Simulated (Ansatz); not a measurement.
Isolated molecules relaxed with PBE0-D4/def2-TZVP in Ansatz; ΔE leaves out vibrations. CCSD(T)/CBS is the MP2 limit (def2-TZVPP, def2-QZVPP) plus CCSD(T) − MP2 in def2-TZVPP, frozen cores. DFT in def2-TZVPP. One conformer a species, not always the lowest.

Consider the redistribution: `CS[SiH](N)O` + `BB` → `CS[SiH2]O` + `BBN`.

`CS[SiH](N)O`:

Z-matrix (Å, degrees):
```
C
S 1 1.817
H 1 1.088 2 110.5
H 1 1.090 2 111.0 3 122.3
H 1 1.089 2 106.8 3 -119.1
Si 2 2.118 1 101.2 3 -56.4
O 6 1.646 2 104.7 1 43.8
N 6 1.703 2 110.1 1 166.3
H 6 1.487 2 113.1 1 -75.9
H 7 0.959 6 116.1 2 -179.2
H 8 1.006 6 120.3 2 104.9
H 8 1.007 6 122.0 2 -46.8
```

`BB`:

```xyz
6

B     0.612    0.141    0.517
B    -0.612   -0.143   -0.517
H     0.704   -0.426    1.571
H     1.481    0.933    0.273
H    -0.548   -0.988   -1.366
H    -1.637    0.482   -0.478
```

`CS[SiH2]O`:

```xyz
10

C     1.393   -0.903   -0.412
S    -0.301   -0.878   -1.075
Si   -1.045    0.844   -0.090
O    -1.104    0.693    1.549
H     1.386   -0.988    0.674
H     1.938   -0.008   -0.711
H     1.886   -1.777   -0.835
H    -2.388    1.050   -0.689
H    -0.152    2.006   -0.306
H    -1.613   -0.041    1.896
```

`BBN`:

```xyz
8

B    -0.622   -0.378    1.204
B     0.073    0.463   -0.051
N     0.600   -0.021   -1.244
H    -1.807   -0.561    1.274
H     0.013   -0.749    2.154
H     0.122    1.663    0.104
H     1.001    0.578   -1.946
H     0.621   -0.994   -1.496
```

```csv
level,ΔE (kJ/mol)
PBE0-D4,-66.0
r2SCAN,-61.4
CCSD/def2-TZVPP,-62.5
HF/def2-QZVPP,-54.5
```

(1) What does CCSD(T)/CBS give? (An estimate is asked.)

Largest T1 diagnostic among the species: 0.013.

Results:

(1) Computed: -60.6 kJ/mol. The listed levels differ from it by -5.4, -0.8, -1.9, 6.1 kJ/mol.

The D4 term adds +4.8 kJ/mol with B3LYP and +2.6 kJ/mol with PBE0; it sums over pairs of atoms, weighted by their polarisabilities, and B3LYP, whose exchange is more repulsive, gets the larger term. From PBE to PBE0 (25 % exact exchange), in def2-TZVPP and without D4, ΔE moves by +4.0 kJ/mol.

B3LYP here is the variant with VWN-RPA as its local correlation; programs differ in this.
